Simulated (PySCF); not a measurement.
Computed Raman spectrum (relative Raman activity) of a molecule C5H5F. The structure is a stationary point at PBE0-D3(BJ)/def2-SVP. One conformer was computed; it need not be the lowest. These are PySCF with PBE0-D3(BJ)/def2-SVP values and carry that method's errors. Harmonic, unscaled wavenumbers; measured fundamentals usually lie a few per cent lower.

Lines under 2 % of the strongest are left out, and lines within 2 cm⁻¹ are merged.

ν (cm⁻¹): 94 (w), 172 (w), 255 (w), 454 (vw), 602 (w), 693 (w), 913 (w), 1010 (vw), 1286 (w), 1312 (w), 1349 (w), 1413 (w), 1748 (m), 2251 (vs), 3033 (vs), 3177 (s), 3201 (s), 3285 (s), 3488 (m) (against the strongest line: vs over 80 %, s over 45 %, m over 15 %, w over 4 %, vw less)

### Question
Which molecule gave these data?
A) C#C/C(F)=C/C
B) C#C[C@H](F)C=C
C) C#C[C@H]1C[C@H]1F
D) FC1=CCC=C1

### Answer
B, C#C[C@H](F)C=C
